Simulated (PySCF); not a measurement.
AgI, SMILES [Ag][I], multiplicity 1. Atoms are numbered in the order given.

```xyz
2

Ag     0.0000     0.0000    -1.3595
I      0.0000     0.0000     1.2056
```

The structure is a stationary point at PBE0-D3(BJ)/def2-TZVP. The spin state was assumed, not searched. The def2 effective core potentials stand for the cores of Ag, I; spin–orbit coupling is left out.

Method: PBE/def2-TZVPD (PySCF).

Mulliken values depend strongly on the basis, most of all with diffuse functions as here. ESP charges are fitted to the potential on shells at 1.4 to 2.0 van der Waals radii. Atomic charges (e):

```json
[
 {"atom": "Ag1", "ESP fit": "___", "Mulliken": "0.10"},
 {"atom": "I2", "ESP fit": "___", "Mulliken": "-0.10"}
]
```

Question: Complete the blanks. (The exact figures need the calculation; the answer reports its results.)

Answer: 
- Ag1, ESP fit: 0.36
- I2, ESP fit: -0.36
